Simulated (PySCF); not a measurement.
Vertical excitations of a molecule CH6O2Si3 from TDDFT-B3LYP/def2-SVPD (PySCF), as energy in eV (oscillator strength): 4.57 (0.003), 5.37 (0.029), 5.61 (0.021), 5.80 (0.053), 6.07 (0.138), 6.17 (0.014), 6.27 (0.078), 6.34 (0.036), 6.59 (0.025), 6.83 (0.004). Lowest triplet (TDA): 4.00 eV. Geometry: B3LYP-D3(BJ)/def2-SVP. Other conformers were not sampled.

Q: Identify the compound among the candidates.
A. O=C1O[Si@@H]([SiH3])[SiH2]1
B. O=C1[SiH2][SiH](O)[SiH2]1
C. O=C1[SiH2][SiH2][Si@H]1O
D. O=C1O[SiH2][Si@H]1[SiH3]

A: D, O=C1O[SiH2][Si@H]1[SiH3]
